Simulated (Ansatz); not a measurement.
Si₂Mo₂: single points at one geometry.

```yaml
crystal:
  periodic: [false, false, false]
  atoms:
    - {symbol: Mo, position_ang: [0.115190, 0.739181, 1.270283]}
    - {symbol: Mo, position_ang: [-1.356444, -0.491241, 0.303355]}
    - {symbol: Si, position_ang: [1.066064, -1.047144, -0.290014]}
    - {symbol: Si, position_ang: [0.175189, 0.799205, -1.283623]}
basis:
  gaussian: {orbitals: def2-TZVP, initial_orbitals: start.molden}
magnetization: {spin_polarized: true, initial_magnetization: 4}
hamiltonian: {xc: {name: CAM-B3LYP}, dispersion: d4}
scf: {omitted_lower_state_checks: [starts]}
output: {orbitals: {seedname: orbitals}}
```

The file start.molden holds the orbitals of an earlier run on this structure, at another level or in another basis.

```sh
$ ansatz run in.yaml --threads 2 --pin off --events-out ev --progress --plain --max-ram 4352MiB
```

Shortened log:

```
Functional definition: CAM-B3LYP
1264 factors; their error is unknown
301 factors; integrals over basis functions are off by at most 1.5e-5 eV
mean field evaluation 1: about -19460.4243 eV, gradient 4.4e0 eV
mean field evaluation 2: about -19460.4986 eV, gradient 1.2e-1 eV
mean field evaluation 4: about -19460.6455 eV, gradient 4.2e-3 eV
mean field evaluation 8: about -19460.6455 eV, gradient 3.2e-5 eV
mean field -19460.64550720 eV, -715.1655314901 hartree, gradient 3.2e-5 eV, S^2 6.024701; 0 other end points of the search recorded, 0 dependent functions left out
reference -19460.64560674 eV, -715.1655351483 hartree; 30, 26 occupied and 124, 128 virtual orbitals, 1264 factors
Total energy: -19460.90238416 eV, -715.1749715446 hartree
Checks for a lower state left out: starts
```

Hardware: 2 threads of Arm Neoverse V1 on a shared host. Wall time 19 s, peak host memory 0.62 GiB.

First input, but with `hamiltonian: {xc: pbe0, dispersion: d4}` (abridged; 12 s):

```
Functional definition: PBE0
mean field -19457.26257617 eV, -715.0412110678 hartree, gradient 2.5e-5 eV, S^2 6.026515
Total energy: -19457.50191002 eV, -715.0500064246 hartree
Checks for a lower state left out: starts
```

Geometry: PBE0-D4/def2-SVP.

In the def2 sets Mo takes a core potential; there is no spin–orbit coupling. At PBE0-D4/def2-TZVP a singlet of charge 0 lies 1.17 eV below the quintet, each at its own geometry. The structure comes from a short search, and lower isomers may exist.
